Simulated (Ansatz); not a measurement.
H₃IOSSi, SMILES `O[SiH](S)I`, relaxed with RKS PBE0-D4/def2-TZVP in Ansatz from a PBE-D4/def2-SVP geometry. The force threshold is 0.005 eV/Å; the program also tests the step.

Charge 0, multiplicity 1. I takes the def2 core potential.

Start:

```xyz
7

O     0.429   -0.323   -1.662
Si    0.216   -0.400   -0.011
S    -1.785    0.261    0.458
I     1.842    0.998    1.242
H     0.237    0.547   -2.060
H     0.503   -1.820    0.347
H    -1.443    0.738    1.687
```

By how much does the energy fall, and how many steps does the optimiser take? (Best estimate.)

The calculation gave: 0.05 eV, in 9 steps.

Which bonds change most? (Best estimate.)

Ansatz gave: O1–Si2 from 1.667 to 1.630 Å; Si2–I4 from 2.484 to 2.448 Å; Si2–S3 from 2.158 to 2.129 Å; S3–H7 from 1.362 to 1.343 Å.

Give the relaxed structure. (Estimate.)

Computed: 
```xyz
7

O     0.413   -0.311   -1.628
Si    0.210   -0.388   -0.012
S    -1.761    0.268    0.455
I     1.824    0.996    1.202
H     0.271    0.535   -2.058
H     0.476   -1.790    0.354
H    -1.434    0.691    1.687
```
